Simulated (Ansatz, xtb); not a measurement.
# Two isomers of C3H8ClGaO

Structure I is `CO[CH2][Ga]([CH3])[Cl]`, a singlet and structure II is `C[O][Ga]([CH3])[CH2]Cl`, a singlet. Both are isolated molecules in the gas phase, relaxed with B3LYP-D3(BJ)/def2-SVP; the shapes shown needn't be the lowest conformers.

I (Å):

```xyz
14

C     1.4219   -1.3464   -2.3065
C    -0.0706   -1.4124   -0.4956
C    -0.1908    1.2582    1.9337
Cl   -0.0376    2.0053   -1.4768
Ga   -0.0813    0.5012    0.1154
O     0.1168   -1.6143   -1.8701
H     1.7119   -0.2939   -2.1143
H     2.1633   -2.0097   -1.8143
H     1.4572   -1.5219   -3.3910
H     0.6641   -1.9858    0.1109
H    -1.0647   -1.8167   -0.2358
H    -1.0131    1.9888    1.9815
H    -0.3441    0.4865    2.7026
H     0.7458    1.7964    2.1527
```

II (Å):

```xyz
14

C     0.7089    2.2993    0.3082
C     0.7199   -1.1664   -1.0040
C    -0.9670   -1.4236    2.1146
Cl    0.4549   -2.2665    2.9078
Ga   -0.0853   -0.4393    0.6393
O     0.0207    1.3128    1.0268
H     0.0249    3.1225    0.0278
H     1.1734    1.9261   -0.6270
H     1.5164    2.7390    0.9239
H     1.5814   -0.5643   -1.3283
H     1.0493   -2.2022   -0.8339
H    -0.0237   -1.1693   -1.8173
H    -1.4176   -0.7665    2.8687
H    -1.6819   -2.2040    1.8245
```

Question: Estimate which is lower in electronic energy at CCSD(T)/def2-SVP + ΔMP2/def2-TZVPP, and by roughly how much.

Answer: The CCSD(T)/def2-SVP + ΔMP2/def2-TZVPP calculation puts structure I lower, by 0.430 eV.

Level by level:

```json
{"level": "B3LYP-D3(BJ)/def2-SVP", "geometry": "B3LYP-D3(BJ)/def2-SVP", "E(II) − E(I) (eV)": "+0.607", "departure from the last row (eV)": "+0.178", "job, with rough time for the two": "optimisation, 2.9 min"}
{"level": "HF/def2-SVP", "geometry": "B3LYP-D3(BJ)/def2-SVP", "E(II) − E(I) (eV)": "+0.644", "departure from the last row (eV)": "+0.215", "job, with rough time for the two": "part of the CCSD(T) run"}
{"level": "MP2/def2-SVP", "geometry": "B3LYP-D3(BJ)/def2-SVP", "E(II) − E(I) (eV)": "+0.505", "departure from the last row (eV)": "+0.076", "job, with rough time for the two": "part of the CCSD(T) run"}
{"level": "CCSD(T)/def2-SVP", "geometry": "B3LYP-D3(BJ)/def2-SVP", "E(II) − E(I) (eV)": "+0.519", "departure from the last row (eV)": "+0.090", "job, with rough time for the two": "single point"}
{"level": "CCSD(T)/def2-SVP + ΔMP2/def2-TZVPP", "geometry": "B3LYP-D3(BJ)/def2-SVP", "E(II) − E(I) (eV)": "+0.430", "departure from the last row (eV)": "", "job, with rough time for the two": "single point, 3.2 min"}
```

As drawn, II has 1 Ga–O, 1 C–Cl in place of 1 C–O, 1 Cl–Ga.

The levels shown agree on the order. The largest departure from CCSD(T)/def2-SVP + ΔMP2/def2-TZVPP is that of HF/def2-SVP, 0.215 eV. No reliable frequencies are at hand for II, so it isn't confirmed as a minimum. Levels run at GFN2-xTB geometries aren't shown. The last row adds to CCSD(T) the change of the MP2 difference between the two basis sets, here −0.090 eV.

The correlated steps freeze 18 core orbitals; the filled d shell of Ga is correlated, in a basis made for valence electrons. Programs: Ansatz 0.2.0, xtb 6.7.1; the last row on 2 threads of Arm Neoverse V1 on a shared host.
